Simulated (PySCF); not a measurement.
HO3S, charge +1. Atoms are numbered in the order given.

```xyz
5

O     -1.3700     0.6100     0.0000
S     -0.1007    -0.0845     0.0000
O      0.2544    -1.4806     0.0000
O      1.1927     0.8151     0.0000
H      0.9939     1.7959     0.0000
```
Charge +1, spin multiplicity 1.

The structure is a stationary point at PBE-D3(BJ)/def2-SVP. The isomer is the one that the SMILES or the coordinates give; other isomers of the formula were not compared.

Level of theory: KT2/pcSseg-2 (PySCF).

GIAO shieldings, no solvent; atoms listed in one row are averaged. δ = σ(ref) − σ: ¹⁷O against H2O (σ = 324.0 ppm); ³³S against H2S (σ = 720.7 ppm); ¹H against TMS (σ = 31.47 ppm), references at their B3LYP-D3(BJ)/def2-TZVP geometries, non-relativistic.

Computed chemical shifts:
```csv
nucleus,atoms,count,δ (ppm)
¹⁷O,O1,1,456.6
¹⁷O,O3,1,417.8
¹⁷O,O4,1,297.9
³³S,S2,1,620.3
¹H,H5,1,10.53
```
